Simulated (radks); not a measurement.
Results of a calculation; reference values are marked as such.
Task: The mean radii <r> (bohr) of the occupied orbitals of an atom or ion are listed with their occupations. Code: a radial shooting solver on a logarithmic mesh with Libxc functionals. Model: non-relativistic Kohn-Sham, PBE, spin-polarised, spherical densities, point nucleus.

| orbital | occ. | <r> |
|---|---|---|
| 1s up | 1 | 0.01993 |
| 1s down | 1 | 0.01993 |
| 2s up | 1 | 0.08362 |
| 2s down | 1 | 0.08353 |
| 2p up | 3 | 0.07070 |
| 2p down | 3 | 0.07060 |
| 3s up | 1 | 0.2024 |
| 3s down | 1 | 0.2029 |
| 3p up | 3 | 0.1918 |
| 3p down | 3 | 0.1924 |
| 3d up | 5 | 0.1660 |

Name the element and its charge. Open shells, if any, are filled with parallel spins first.

Result: Z = 76, osmium, charge +53: Os53+ in [Ar] 3d5. The 1s radius gives Z: for a bare nucleus <r> = 1.5/Z, 0.01974 bohr for Z = 76, and screening makes it slightly larger (0.01993 here). The occupations add up to 23, and the charge is Z minus that.
